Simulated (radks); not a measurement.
Species: Pt25+. Configuration: [Kr] 4d10 4f7. Method: scalar-relativistic Kohn-Sham, PBE, spin-unpolarised, spherical densities, point nucleus; computed with a radial shooting solver on a logarithmic mesh with Libxc functionals.

Unscreened Slater integrals over Kohn-Sham orbitals (hartree).

integral     value
F0(4f,4f)   2.1065
F2(4f,4f)   1.0977
F4(4f,4f)  0.71167
F6(4f,4f)  0.51913
F0(4f,4d)   2.0671
F2(4f,4d)   1.0373
F4(4f,4d)  0.67523
G1(4f,4d)   1.1374
G3(4f,4d)  0.75949
G5(4f,4d)  0.55056
F0(4f,4p)   2.0970
F2(4f,4p)   1.0680
G2(4f,4p)  0.89820
G4(4f,4p)  0.64368
F0(4f,4s)   2.1524
G3(4f,4s)  0.78384
F0(4d,4d)   2.0572
F2(4d,4d)   1.0529
F4(4d,4d)  0.71251
F0(4d,4p)   2.0837
F2(4d,4p)   1.0742
G1(4d,4p)   1.3516
G3(4d,4p)  0.85790
F0(4d,4s)   2.1335
G2(4d,4s)   1.0690
F0(4p,4p)   2.1152
F2(4p,4p)   1.1081
F0(4p,4s)   2.1665
G1(4p,4s)   1.4674
F0(4s,4s)   2.2234

Derived for the open shells (J is the average intra-shell exchange parameter used in DFT+U). 4f: F4/F2 = 0.648, F6/F2 = 0.473, J = (286 F2 + 195 F4 + 250 F6)/6435 = 0.09052 hartree.
